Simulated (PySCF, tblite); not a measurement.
Isomers of C4H4ClOP, one GFN2-xTB conformer each. Single-point energies are computed at PBE0/pcSseg-1 (PySCF, gas phase, no added dispersion term), electronic only.

| SMILES | GFN2-xTB relative energy (kcal/mol) |
| --- | --- |
| Cc1oc(Cl)cp1 | 0.0 |
| Cc1occ(Cl)p1 | 0.5 |

Question: What does PBE0/pcSseg-1 give for the same structures?

Answer: 
| SMILES | PBE0/pcSseg-1 E (Eh) | PBE0/pcSseg-1 (kcal/mol) | GFN2-xTB (kcal/mol) | point group |
| --- | --- | --- | --- | --- |
| Cc1oc(Cl)cp1 | -1030.98083 | 0.0 | 0.0 | Cs |
| Cc1occ(Cl)p1 | -1030.97914 | 1.1 | 0.5 | Cs |

Both levels put the same isomer lowest. Neighbours under 2.5 kcal/mol apart (Cc1oc(Cl)cp1 and Cc1occ(Cl)p1) can change places with a better method, another conformer or zero-point energy.

Question: Which frontier levels, dipoles and rotational constants go with these structures?

Answer: 
| SMILES | HOMO (eV, PBE0/pcSseg-1) | LUMO (eV) | dipole (D) | A, B, C (MHz) |
| --- | --- | --- | --- | --- |
| Cc1oc(Cl)cp1 | -6.67 | -1.00 | 1.01 | 3802, 1247, 944.3 |
| Cc1occ(Cl)p1 | -6.88 | -1.01 | 2.33 | 4958, 1163, 947.8 |

Question: What happens when harmonic zero-point energies from GFN2-xTB frequencies are added?

Answer: 
```json
{"SMILES": "Cc1oc(Cl)cp1", "ZPE (kcal/mol)": "44.4", "electronic (kcal/mol)": "0.0", "with ZPE (kcal/mol)": "0.0"}
{"SMILES": "Cc1occ(Cl)p1", "ZPE (kcal/mol)": "44.4", "electronic (kcal/mol)": "1.1", "with ZPE (kcal/mol)": "1.1"}
```

The zero-point energies span 0.0 kcal/mol. The order is unchanged.
